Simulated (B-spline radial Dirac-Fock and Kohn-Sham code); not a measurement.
## Kohn-Sham estimates against Dirac-Fock for the levels of Bi³⁺

System: Bi³⁺, 1s2 2s2 2p6 3s2 3p6 3d10 4s2 4p6 4d10 4f14 5s2 5p6 5d9 6s2 6p1 (an excited configuration).

The density-functional columns are spherical, spin-unpolarised Dirac-Kohn-Sham results without Breit or QED terms: −ε is minus the orbital energy of the initial state and ΔSCF the difference of two total energies. The reference in the last column comes from Dirac-Fock energy differences between relaxed states, corrected for Breit and QED terms. All numbers are from a B-spline atomic structure program, in eV; a selection of levels is shown. The Kohn-Sham columns are given as differences from the reference. For the 1s level of heavy atoms much of the gap between ΔSCF and the reference is the Breit and QED part, -514.9 eV here; for other levels the error of the functional can be larger.

| level | LDA −ε − DF | LDA ΔSCF − DF | Dirac-Fock |
| --- | --- | --- | --- |
| K (1s) | -151.2 | +504.7 | 90567.6 |
| L1 (2s) | -176.7 | -52.5 | 16439.6 |
| L2 (2p1/2) | -118.2 | +42.7 | 15757.4 |
| L3 (2p3/2) | -142.1 | -9.9 | 13464.4 |
| M1 (3s) | -101.0 | -63.0 | 4052.6 |
| M2 (3p1/2) | -80.3 | -39.3 | 3747.5 |
| M3 (3p3/2) | -80.3 | -43.9 | 3228.8 |
| M4 (3d3/2) | -57.1 | -13.4 | 2734.8 |
| N1 (4s) | -58.3 | -40.1 | 991.3 |
| N2 (4p1/2) | -49.2 | -31.1 | 858.2 |
| N3 (4p3/2) | -48.6 | -31.5 | 729.5 |
| N4 (4d3/2) | -35.2 | -18.3 | 513.3 |
| N6 (4f5/2) | -15.9 | +0.5 | 206.4 |
| N7 (4f7/2) | -16.1 | +0.2 | 201.1 |
| O1 (5s) | -20.3 | -10.0 | 212.1 |
| O2 (5p1/2) | -15.2 | -5.3 | 163.6 |
| O3 (5p3/2) | -15.5 | -6.2 | 138.7 |
| O4,5 (5d) | -7.1 | +1.0 | 67.07 |
| P1 (6s) | -2.8 | +2.8 | 45.80 |
| P2,3 (6p) | -3.6 | +1.0 | 33.76 |

Values without a named source are computed, but for edge energies of neutral atoms, which are taken from tables.
